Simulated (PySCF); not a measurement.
# Ionisation energy of Fe by level of theory

Fe [Ar] 3d6 4s2 (5D) → Fe⁺ [Ar] 3d6 4s1 (6D), as a difference of total energies. Calculation: PySCF 2.14, in Sapporo-DKH3-DZP-2012 (6s4p3d1f, 40 functions); scalar relativity by spin-free X2C-1e. Correlated levels: valence: [Ar] frozen. The calculations carry no spin-orbit coupling.

```json
{"method": "UHF", "ionisation energy (eV)": "6.466", "error (eV)": "-1.438"}
{"method": "MN15", "ionisation energy (eV)": "8.057", "error (eV)": "+0.153"}
{"method": "M06-2X", "ionisation energy (eV)": "8.341", "error (eV)": "+0.437"}
{"method": "MP2 (valence)", "ionisation energy (eV)": "7.426", "error (eV)": "-0.478"}
{"method": "SCS-MP2 (valence)", "ionisation energy (eV)": "7.583", "error (eV)": "-0.321"}
```

Reference: 7.904 eV (measured; NIST levels, between the centres of gravity of the two terms).

Errors of the correlated levels include the incompleteness of this basis and the frozen core.

MP2 underrates the near-degeneracy of ns² with np² in the lower species.
